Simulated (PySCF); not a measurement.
**Bond curve of LaCl**

Set-up: PySCF, spin-free X2C with a Gaussian nucleus, basis sets La x2c-TZVPall, Cl x2c-TZVPall. Energies in eV from La (5d1 6s2) + Cl in their ground configurations at the same level. State: triplet, about 0.1 electrons in the 4f shell (Mulliken).

All columns are PBE. A positive dipole means La(−)Cl(+).

```tsv
R (Å)	E (eV)	μ (D)	Mulliken charge on La (basis-dependent)	HOMO (eV)	LUMO (eV)	Mayer bond order	⟨S²⟩
2.192	-4.243	-2.36	0.28	-2.68	-2.14	1.38	2.00
2.294	-4.822	-2.90	0.33	-2.81	-2.26	1.27	2.00
2.396	-5.132	-3.45	0.37	-2.94	-2.38	1.19	2.00
2.473	-5.237	-3.87	0.39	-3.04	-2.48	1.14	2.00
2.549	-5.260	-4.30	0.41	-3.13	-2.57	1.10	2.00
2.626	-5.223	-4.73	0.43	-3.23	-2.66	1.06	2.00
2.727	-5.107	-5.30	0.45	-3.35	-2.79	1.02	2.00
2.855	-4.890	-6.02	0.46	-3.50	-2.93	0.98	2.00
3.008	-4.576	-6.87	0.48	-3.67	-3.10	0.94	2.00
3.212	-4.128	-7.97	0.50	-3.87	-3.30	0.90	2.00
```

A fit through these points gives, at Re = 2.537 Å, μ = -4.23 D and dμ/dR = -5.57 D/Å; the reduced mass is 27.94 u.

How strong is the fundamental in the double-harmonic approximation, I = 42.26·(dμ/dR)²/μred km/mol?

I = 42.26·(-5.57)²/27.94 = 46.9 km/mol at PBE.

Spin–orbit coupling is left out, which matters for elements this heavy, above all for dissociation energies. With d or f electrons several states lie close, and the lowest PBE0 determinant need not be the measured ground state.
